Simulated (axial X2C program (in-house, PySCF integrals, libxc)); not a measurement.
## Which molecule has these constants?

All values come from calculations with an in-house relativistic program for diatomic molecules, spin-free (one-electron X2C) or two-component (2c: spin–orbit coupling with atomic mean-field Coulomb and Gaunt terms, which also bring small scalar terms), in Dyall basis sets with cores contracted in-house; open shells are unrestricted.

A two-component PBE0 calculation in a Dyall 3-zeta basis gave Re = 1.697 Å, ωe = 664.8 cm⁻¹, De = 3.66 eV, Ω = 1.

Question: Which molecule is it?
A. SnF⁻
B. CF⁻
C. PbF⁻
D. SiF⁻
E. GeF⁻

Answer: D. The others have SnF⁻ 2.031 Å and 459.6 cm⁻¹ (Ω = 1); PbF⁻ 2.193 Å and 355.1 cm⁻¹ (Ω = 0); GeF⁻ 1.841 Å and 510.4 cm⁻¹ (Ω = 1); CF⁻ 1.408 Å and 846.6 cm⁻¹ (Ω = 1).

Each entry is the lowest single determinant of a limited PBE0 search at one distance. De goes to single-determinant-based atoms at the same level (for ions the charge split of lowest energy) and is withheld (n/a) where an atom does not fit its ground term or J level. Main or longest-lived isotopes. One determinant is a doubtful description, or other states lie close, for SiF⁻, SnF⁻, PbF⁻, GeF⁻, CF⁻; these need not be ground states, and all values refer to the states named. Some open-shell Ω = 0 determinants are out of reach, so the Ω given for SiF⁻, SnF⁻, GeF⁻, CF⁻ need not be the lowest component. With several unpaired electrons the Ω given is that of one determinant, not necessarily of the lowest component. Some light 2c atoms are not at their ground J level, so De misses part of their lowering (0.04 eV or less). The functionals have no current term, which raises determinants with orbital currents.
